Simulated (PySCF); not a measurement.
Isomers of C5H14FNSi2, one GFN2-xTB conformer each. Single-point energies are computed at PBE0/pcSseg-1 (PySCF, gas phase, no added dispersion term), electronic only.

```tsv
SMILES	GFN2-xTB relative energy (kJ/mol)
N[SiH2][SiH2][C@@H]1CCC[C@@H]1F	173.0
C[C@@H](F)[C@@H]1CC[Si@@H]1N[SiH3]	147.5
CC[Si@@H](N[SiH3])C1(F)CC1	184.7
NC[C@@H]([SiH3])[SiH2]/C=C/CF	385.6
F[SiH2]N(CC[SiH3])C1CC1	40.5
F[SiH2]N[C@@H]1CC[C@H]1C[SiH3]	0.0
C=C(F)C[Si@@](C)([SiH3])NC	309.5
CN[C@H]([SiH3])[SiH2]/C=C\CF	391.7
C=C(C)[Si@@H](F)[SiH2]CCN	227.4
```

Conformers: `[NH2:1][SiH2:2][SiH2:3][C@@H:4]1[CH2:5][CH2:6][CH2:7][C@@H:8]1[F:9]` with H–N1–Si2–Si3 50° and -173°, N1–Si2–Si3–C4 160°, Si2–Si3–C4–C5 173°, Si3–C4–C5–C6 -160°, C4–C5–C6–C7 41°, C5–C6–C7–C8 -29°, C6–C7–C8–F9 126°; `[CH3:1][C@@H:2]([F:3])[C@@H:4]1[CH2:5][CH2:6][Si@@H:7]1[NH:8][SiH3:9]` with C1–C2–C4–C5 176°, C6–Si7–N8–Si9 100°; `[CH3:1][CH2:2][Si@@H:3]([NH:4][SiH3:5])[C:6]1([F:7])[CH2:8][CH2:9]1` with C1–C2–Si3–N4 82°, C2–Si3–N4–Si5 -44°, C2–Si3–C6–F7 -168°; `[NH2:1][CH2:2][C@@H:3]([SiH3:4])[SiH2:5]/[CH:6]=[CH:7]/[CH2:8][F:9]` with H–N1–C2–C3 66° and -53°, N1–C2–C3–Si4 178°, C2–C3–Si5–C6 -165°, C3–Si5–C6–C7 -105°, C6–C7–C8–F9 -139°; `[F:1][SiH2:2][N:3]([CH2:4][CH2:5][SiH3:6])[CH:7]1[CH2:8][CH2:9]1` with F1–Si2–N3–C4 -71°, Si2–N3–C4–C5 83°, N3–C4–C5–Si6 -176°, Si2–N3–C7–C8 58°; `[F:1][SiH2:2][NH:3][C@@H:4]1[CH2:5][CH2:6][C@H:7]1[CH2:8][SiH3:9]` with F1–Si2–N3–C4 176°, Si2–N3–C4–C5 149°, C6–C7–C8–Si9 -71°, N3–C4–C5–C6 -134°, C4–C5–C6–C7 15°, C5–C6–C7–C8 -136°, N3–C4–C7–C6 135°; `[CH2:1]=[C:2]([F:3])[CH2:4][Si@@:5]([CH3:6])([SiH3:7])[NH:8][CH3:9]` with C1–C2–C4–Si5 -108°, C2–C4–Si5–C6 166°, C4–Si5–N8–C9 61°; `[CH3:1][NH:2][C@H:3]([SiH3:4])[SiH2:5]/[CH:6]=[CH:7]\[CH2:8][F:9]` with C1–N2–C3–Si4 -74°, N2–C3–Si5–C6 63°, C3–Si5–C6–C7 92°, C6–C7–C8–F9 150°; `[CH2:1]=[C:2]([CH3:3])[Si@@H:4]([F:5])[SiH2:6][CH2:7][CH2:8][NH2:9]` with C1–C2–Si4–F5 -144°, C2–Si4–Si6–C7 170°, Si4–Si6–C7–C8 167°, Si6–C7–C8–N9 58°, C7–C8–N9–H -64° and 55°.

What does PBE0/pcSseg-1 give for the same structures?

| SMILES | PBE0/pcSseg-1 E (Eh) | PBE0/pcSseg-1 (kJ/mol) | GFN2-xTB (kJ/mol) | point group |
| --- | --- | --- | --- | --- |
| F[SiH2]N[C@@H]1CC[C@H]1C[SiH3] | -931.87623 | 0.0 | 0.0 | C1 |
| F[SiH2]N(CC[SiH3])C1CC1 | -931.86847 | 20.4 | 40.5 | C1 |
| C=C(C)[Si@@H](F)[SiH2]CCN | -931.86647 | 25.6 | 227.4 | C1 |
| C[C@@H](F)[C@@H]1CC[Si@@H]1N[SiH3] | -931.86209 | 37.1 | 147.5 | C1 |
| N[SiH2][SiH2][C@@H]1CCC[C@@H]1F | -931.85629 | 52.4 | 173.0 | C1 |
| CC[Si@@H](N[SiH3])C1(F)CC1 | -931.84616 | 78.9 | 184.7 | C1 |
| C=C(F)C[Si@@](C)([SiH3])NC | -931.84040 | 94.1 | 309.5 | C1 |
| NC[C@@H]([SiH3])[SiH2]/C=C/CF | -931.79263 | 219.5 | 385.6 | C1 |
| CN[C@H]([SiH3])[SiH2]/C=C\CF | -931.77502 | 265.7 | 391.7 | C1 |

Both levels put the same isomer lowest; measured from each level's own lowest isomer, the values differ by up to 215.4 kJ/mol (C=C(F)C[Si@@](C)([SiH3])NC: 309.5 against 94.1). As drawn, the lowest has a four-membered ring and an Si–F bond, which the highest lacks; the highest has a C=C bond outside aromatic rings, which the lowest lacks. Neighbours under 10 kJ/mol apart (F[SiH2]N(CC[SiH3])C1CC1 and C=C(C)[Si@@H](F)[SiH2]CCN) can change places with a better method, another conformer or zero-point energy.

Which frontier levels, dipoles and rotational constants go with these structures?

```
                            SMILES  HOMO (eV, PBE0/pcSseg-1)  LUMO (eV)  dipole (D)       A, B, C (MHz)
    F[SiH2]N[C@@H]1CC[C@H]1C[SiH3]                     -6.88       0.28        2.18  1680, 581.1, 456.2
           F[SiH2]N(CC[SiH3])C1CC1                     -6.91       0.77        2.08  1326, 703.4, 499.7
         C=C(C)[Si@@H](F)[SiH2]CCN                     -6.90      -0.69        1.80  2532, 466.7, 411.2
C[C@@H](F)[C@@H]1CC[Si@@H]1N[SiH3]                     -7.27       0.08        2.03  1779, 662.7, 522.2
   N[SiH2][SiH2][C@@H]1CCC[C@@H]1F                     -7.10      -0.14        0.84  2650, 584.7, 521.1
        CC[Si@@H](N[SiH3])C1(F)CC1                     -7.23       0.35        1.52  1555, 742.5, 560.9
        C=C(F)C[Si@@](C)([SiH3])NC                     -6.56       0.25        2.29  1155, 945.0, 685.2
     NC[C@@H]([SiH3])[SiH2]/C=C/CF                     -6.92      -0.68        1.03  1787, 455.8, 397.9
      CN[C@H]([SiH3])[SiH2]/C=C\CF                     -6.24      -0.68        2.41  1797, 559.1, 488.3
```
